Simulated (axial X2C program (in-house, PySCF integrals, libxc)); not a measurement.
**Photoelectron levels of SiAs⁻ by EOM-IP-CCSD**

Calculated with an in-house all-electron X2C program for linear molecules (integrals from PySCF): two-component X2C with atomic mean-field Coulomb and Gaunt terms, Gaussian nuclei, basis As dyall-acv3z, Si dyall-av3z with contracted cores.

R = 2.200 Å (1.045 times 2.105 Å, the PBE0 minimum at charge -1 for the lowest determinant).

Vertical detachment energies of SiAs⁻ to the states of SiAs:

| Ω of SiAs | vertical detachment energy (eV) | above lowest (cm⁻¹) | ionised spinor | one-hole weight |
| --- | --- | --- | --- | --- |
| 3/2 | 2.844 | 0 | 54% As pπ, 35% Si pπ | 0.94 |
| 1/2 | 2.921 | 614 | 54% As pπ, 30% Si pπ | 0.94 |
| 1/2 | 3.152 | 2478 | 39% Si pσ, 36% As pσ, 9% Si sσ | 0.93 |
| 1/2 | 6.951 | 33126 | 43% Si sσ, 28% As pσ, 14% As sσ | 0.66 |

**Question.** Take the first Ω = 1/2 and Ω = 3/2 rows of π character: how far apart are they, and which lies lower?

**Answer.** E(3/2) − E(1/2) = 0 − 614 = -614 cm⁻¹ at EOM-IP-CCSD: inverted, Ω = 3/2 lower. Splittings at this level can be off by ten to twenty per cent.

This point took 6.6 s on 1 thread of Arm Neoverse V1 (shared host).

Reference electrons by ω block (each with its −ω partner): 1/2: 17, 3/2: 6, 5/2: 1. 10 electrons of SiAs⁻ correlated (inner shells frozen), 94 natural virtual spinors (a truncated set); levels can be off by some tenths of an eV. Roots sought by Ω: (1/2: 4, 3/2: 3, 5/2: 1); rows need 60 % one-particle weight and stop where some Ω has no more roots. Missing are any skipped roots, higher Ω and states of a further excitation; these come out far too high here and may in truth be low or lowest. T1 of the reference 0.025 (Lee–Taylor). Number of frozen shells: As 3 s, 2 p, 1 d; Si 2 s, 1 p. Large amplitudes in the reference (orbital relaxation or multireference character) lower the reliability.
